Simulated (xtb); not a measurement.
xtb input:

```bash
xtb mol.xyz --gfn 2 --sp --chrg 1 --uhf 0
```
mol.xyz:
```
3

N     -0.05786237    -0.03195295    -0.51104199
N     -0.06063369    -0.00522076     0.65553282
H      0.82947243     0.26021596    -1.01143575
```

**Question.** Which total energy does the run end on?

**Answer.** -5.69464 Eh (GFN2-xTB).

This state (charge 1, singlet) is run at the relaxed geometry of the species with charge 0 and multiplicity 2.
